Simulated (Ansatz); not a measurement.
Isolated molecules relaxed with PBE0-D4/def2-TZVP in Ansatz; ΔE leaves out vibrations. CBS: MP2 limit from def2 TZ/QZ plus the TZ coupled-cluster correction, frozen cores. This one scheme is used for every species. DFT in def2-TZVPP. Each species was taken in one conformer, which may not be the lowest.

`[NH2][Al]([SH])[O][SiH3]` + H–F → `[NH2][Al]([F])[SH]` + silanol  (ligand exchange at the Al–O bond)

| level | ΔE (kJ/mol) |
| --- | --- |
| PBE0-D4 | -23.5 |
| PBE0 | -28.8 |

What does CCSD(T)/CBS give? (An estimate is asked.)

Ansatz gave: -21.9 kJ/mol. The listed levels differ from it by -1.6, -6.9 kJ/mol.

Largest T1 diagnostic among the species: 0.011.

Leaving LDA and LC-ωPBE aside and taking each functional with its dispersion term where it has one, the values, not all of them listed here, spread over 8.4 kJ/mol, from B97M-V to BHLYP-D4. LDA lies +6.0 kJ/mol from PBE without D4. From BLYP to BHLYP (50 % exact exchange), in def2-TZVPP and without D4, ΔE moves by +8.2 kJ/mol. The D4 term adds +8.9 kJ/mol with B3LYP and +5.3 kJ/mol with PBE0; it sums over pairs of atoms, weighted by their polarisabilities, and B3LYP, whose exchange is more repulsive, gets the larger term.

B3LYP here is the variant with VWN-RPA as its local correlation; programs differ in this.
